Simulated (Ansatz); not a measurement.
Two structures, one formula

Two relaxed structures of CH4BSn (charge -1), singlet (PBE0-D4/def2-TZVPD; forces vanish, vibrations not checked).

A:

| atom | x (Å) | y (Å) | z (Å) |
| --- | --- | --- | --- |
| C1 | -1.7372 | -1.5381 | -0.3650 |
| B2 | -0.7604 | -0.6734 | -0.1596 |
| Sn3 | 0.8269 | 0.7321 | 0.1737 |
| H4 | -2.5301 | -2.2400 | -0.5316 |
| H5 | 1.0233 | 1.9775 | -1.0219 |
| H6 | 0.7432 | 1.6632 | 1.6384 |
| H7 | 2.4343 | 0.0788 | 0.2659 |

B:

```xyz
7
angstrom
C -0.6914 -0.6122 -0.1451
B -1.6753 -1.4833 -0.3519
Sn 0.7946 0.7035 0.1669
H -2.5517 -2.2592 -0.5361
H 0.9748 1.9450 -1.0442
H 0.6918 1.6275 1.6421
H 2.3995 0.0276 0.2561
```

Computed with Ansatz 0.2.0 (basis: def2-TZVPPD); correlated methods freeze the cores. Filled d shells of the heavier atoms are correlated. Core potentials replace the inner electrons of the atoms past krypton. The def2 sets are not built for correlating such inner shells, so the correlated values are less sure here. B3LYP uses VWN-RPA correlation.

(1) Which structure is lower at CCSD(T), and by how much? (An estimate is asked for; the value comes from the calculation.)

(2) Do the other methods give the same order? (A judgement: the text doesn't fix the answer.)

The T1 diagnostic stays at or below 0.016.

Results:

(1) Computed: A, by 7.6 kJ/mol (electronic energy, against the other). By their contacts, A is CH₄BSn ([CH][B][SnH3]), total charge -1 and B is CH₄BSn ([BH][C][SnH3]), total charge -1.

(2) Computed: Not all: HF gives the other order.

```
   method  E(B) − E(A) (kJ/mol)
   PBE-D4                  10.3
r2SCAN-D4                   6.0
  PBE0-D4                   7.8
 B3LYP-D4                   5.2
  wB97M-V                   3.6
       HF                  -7.0
      MP2                   6.2
     CCSD                   6.4
  CCSD(T)                   7.6
```

Labels in which every atom is bracketed show which atoms are joined, not bond orders.

For scale, one of the runs: CCSD(T)/def2-TZVPPD, 198 basis functions, launched by `ansatz run in.yaml --threads 2 --pin off --events-out ev --progress --plain --max-ram 4352MiB`. Time: 75 s of wall clock on 2 CPU threads of an Arm Neoverse V2; the host was shared. Peak host memory: 2.6 GiB.
